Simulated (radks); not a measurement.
The numbers below are computed, except where a source is named.
Excited configurations of neutral zinc: one electron is placed in a higher orbital outside [Ar] 3d10 4s1. The ground configuration is [Ar] 3d10 4s2. Code: a radial shooting solver on a logarithmic mesh with Libxc functionals. Model: scalar-relativistic Kohn-Sham, BLYP, spin-polarised, spherical densities, point nucleus; open shells are filled with parallel spins first. Excitation = E - E(ground); binding = E(ion) - E, where the ion is the core of charge +1; n* = 1/sqrt(2 binding) in atomic units, and the quantum defect is n - n*.

outer orbital	excitation (eV)	binding (eV)	n*	quantum defect	eigenvalue (eV)
4p	4.579	5.133	1.628	2.372	-2.319
4d	8.121	1.591	2.924	1.076	-0.626
5s	6.946	2.766	2.218	2.782	-1.574
6s	8.239	1.473	3.040	2.960	-0.863
6d	8.965	0.747	4.268	1.732	-0.427
7d	9.151	0.561	4.926	2.074	-0.347

The Delta-SCF ionisation energy is 9.712 eV (NIST Atomic Spectra Database: 9.394 eV, measured). Self-interaction in the functional shifts the binding energies and quantum defects, so they are the method's values and not measured ones.
